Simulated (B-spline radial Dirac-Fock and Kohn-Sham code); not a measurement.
**Internal conversion coefficients of Ag at 1070 keV**

Z = 47 (silver), transition energy 1070 keV. Level of theory: a Dirac-Hartree-Slater potential of the neutral atom with a Latter tail (no hole, which puts coefficients of high multipoles low close above an edge), finite nucleus with surface currents; an atomic code on a B-spline grid. Subshells that would emit electrons below 1 keV are left out, and so is internal pair formation.

The run's input, task.json:

```json
{"items": [{
  "Z": 47,
  "q": 0,
  "cfg": [[1, 0, 2], [2, 0, 2], [2, 1, 6], [3, 0, 2], [3, 1, 6], [3, 2, 10], [4, 0, 2], [4, 1, 6], [4, 2, 10], [5, 0, 1]],
  "A": 107,
  "rrms": 4.5454,
  "do": "conversion",
  "gamma": [1070.0],
  "edges": {"K": 25514.0, "L1": 3806.0, "L2": 3524.0, "L3": 3351.0, "M1": 719.0, "M2": 603.8, "M3": 573.0, "M4": 374.0, "M5": 368.3, "N1": 97.0, "N2": 63.7, "N3": 62.36}
}]}
```

Run with: `python xray2_run.py task.json out`

| subshell | electron energy (keV) | E1 | E3 | E4 | M1 | M4 |
| --- | --- | --- | --- | --- | --- | --- |
| K | 1044.49 | 0.000354 | 0.00164 | 0.00317 | 0.000928 | 0.00859 |
| L1 | 1066.19 | 3.89e-05 | 0.000184 | 0.000362 | 0.000104 | 0.00104 |
| L2 | 1066.48 | 6.57e-07 | 1.66e-05 | 5.73e-05 | 2.45e-06 | 7.65e-05 |
| L3 | 1066.65 | 1.11e-06 | 7.30e-06 | 1.91e-05 | 1.03e-06 | 3.78e-05 |
| M1 | 1069.28 | 7.36e-06 | 3.50e-05 | 6.90e-05 | 1.99e-05 | 0.000200 |
| M2 | 1069.40 | 1.34e-07 | 3.39e-06 | 1.18e-05 | 5.01e-07 | 1.57e-05 |
| M3 | 1069.43 | 2.27e-07 | 1.50e-06 | 3.94e-06 | 2.12e-07 | 7.87e-06 |
| M4 | 1069.63 | 2.85e-10 | 2.88e-09 | 1.42e-08 | 2.95e-10 | 3.70e-08 |
| M5 | 1069.63 | 6.93e-10 | 2.74e-09 | 7.67e-09 | 6.24e-10 | 7.92e-09 |
| total |  | 0.000404 | 0.00189 | 0.00371 | 0.00106 | 0.0100 |

Problem. For a pure E3 transition, what fraction of decays emits a photon?

Solution. 1/(1 + α) = 0.998 with the total α = 0.00189; the total includes the outer subshells that are not listed, and pair formation is not counted.

Values without a named source are computed, but for edge energies of neutral atoms, which are taken from tables.
